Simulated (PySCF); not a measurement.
ClGa (SMILES [Cl][Ga]), singlet, at a GFN2-xTB geometry (such geometries of metal compounds can be far from the true shape).

PySCF was given this input:
```python
from pyscf import gto, scf, dft

mol = gto.M(
    atom='''
Ga   -0.00000000   -0.00000000   -0.76826451
Cl    0.00000000    0.00000000    1.40095293
''',
    basis='6-311g**',
    verbose=3,
)

mf = dft.RKS(mol)
mf.xc = 'camb3lyp'
mf.kernel()
```

### Question
What does this run give for the number of basis functions, dipole moment, Mulliken (on the basis functions themselves) charges in atom order, HOMO energy, HOMO-LUMO gap?

### Answer

```yaml
number_of_basis_functions: 70
dipole_moment: 2.42 D
Mulliken (on the basis functions themselves) charges in atom order: Ga1 0.35, Cl2 -0.35
HOMO energy: -8.80 eV
HOMO-LUMO gap: 7.97 eV
```
